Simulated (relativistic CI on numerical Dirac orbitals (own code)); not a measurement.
Calculated at this level of theory: Dirac-Coulomb-Breit CI, separate exchange-only KLI orbitals for each configuration, model QED (radiative potential, 1s self-energy scaled to tabulated hydrogen-like ionisation energies), unscaled Slater integrals (own radial code, finite nucleus).

Configurations in the expansion: 1s², 1s2s, 1s2p, 1s3s, 1s3p, 1s3d, 1s4s, 1s4p, 1s4d, 1s4f, 1s5s, 1s5p, 1s5d, 1s5f, 1s5g, 1s6s, 1s6p, 1s6d. Levels of other configurations are missing.

At this charge energies of transitions that change n are usually good to better than 1 %, and those within a shell (Δn = 0) to a few per cent.

Outline of the computed level scheme of V XXII. Lowest level of each configuration: 1s² ¹S0 at 0.00 eV; 1s2s ³S1 at 5152.52 eV; 1s2p ³P°0 at 5177.54 eV; 1s3s ³S1 at 6102.89 eV; 1s3p ³P°0 at 6109.80 eV; 1s3d ³D2 at 6116.45 eV; 1s4s ³S1 at 6431.74 eV; 1s4p ³P°0 at 6434.59 eV; 1s4d ³D2 at 6437.36 eV.

Some strong electric-dipole decays among the lowest 27 levels: 1s2p ¹P°1 → 1s² ¹S0 (2.9e+14 s⁻¹); 1s3p ¹P°1 → 1s² ¹S0 (8.1e+13 s⁻¹); 1s4p ¹P°1 → 1s² ¹S0 (3.4e+13 s⁻¹); 1s2p ³P°1 → 1s² ¹S0 (1.6e+13 s⁻¹); 1s3d ³D3 → 1s2p ³P°2 (1.5e+13 s⁻¹); 1s3d ¹D2 → 1s2p ¹P°1 (1.3e+13 s⁻¹); 1s3d ³D2 → 1s2p ³P°1 (1.1e+13 s⁻¹); 1s3d ³D1 → 1s2p ³P°0 (8.6e+12 s⁻¹).

LS names give the leading component of a level, which can be under half, so a name can repeat, a term be missing and a line seem to break the LS rules.
